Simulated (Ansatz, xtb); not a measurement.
# Relative energy of two structures of NPSi2

We compare I, a singlet given by its coordinates, with II, a singlet given by its coordinates. Both are isolated molecules in the gas phase, relaxed with PBE0-D3(BJ)/def2-SVP.

I (Å):

```xyz
4

N    -0.6327   -1.0775    1.3166
P    -1.8802   -1.5137    0.1619
Si   -0.8048   -3.0520    1.1373
Si    0.5321   -0.7565    2.3944
```

Close contacts (Å): N1–P2 1.75, N1–Si3 1.99, N1–Si4 1.62, P2–Si3 2.12.

II (Å):

```xyz
4

N     0.4514    0.1731   -0.3534
P    -1.2995    1.2300    0.1963
Si    0.6353    1.8693   -0.7259
Si    0.1093   -0.0770    1.3408
```

Close contacts (Å): N1–Si3 1.75, N1–Si4 1.75, P2–Si3 2.24, P2–Si4 2.24.

Energies in hartree; the thermal terms are from PBE0-D3(BJ)/def2-SVP harmonic frequencies (ideal gas, rigid rotor, one conformer each, 298.15 K, 1 atm) and include the zero-point energy:

```
                                I           II
E, CCSD(T)/def2-TZVPP  −973.632888  −973.641758
    zero-point energy     0.006918     0.006916
         H(298 K) − E     0.012604     0.012264
         G(298 K) − E    −0.022210    −0.021331
```

Problem. Work out ΔE, ΔE₀, ΔH and ΔG for I → II in kcal/mol (1 Eh = 627.51 kcal/mol) and the equilibrium ratio [II]/[I].

Solution. 1. ΔE = −973.641758 − (−973.632888) = −0.008870 Eh = −5.57 kcal/mol.
2. ΔE₀ = ΔE + ΔZPE = −0.008870 + (−0.000002) Eh = −5.57 kcal/mol.
3. ΔH = ΔE + (−0.000340) Eh = −5.78 kcal/mol.
4. ΔG = ΔE + (+0.000879) Eh = −5.01 kcal/mol, so ΔS = (ΔH − ΔG)/T = −10.7 J/(mol K).
5. kT = 0.9442 mEh, so K = [II]/[I] = exp(−ΔG/kT) = exp(+8.46) ≈ 4.7 × 10^3.

Structure II is favoured at this temperature. An error of 1 kcal/mol in ΔG would change K by a factor of 5.4. Large T1 diagnostics make the coupled-cluster value less sure. Mirror images and further conformers aren't counted.

Other levels gave ΔE = −2.2 (PBE0-D3(BJ)/def2-SVP); −7.3 (HF/def2-TZVPP); −5.5 (MP2/def2-TZVPP) kcal/mol. The correlated steps freeze 16 core orbitals. Programs: Ansatz 0.2.0.
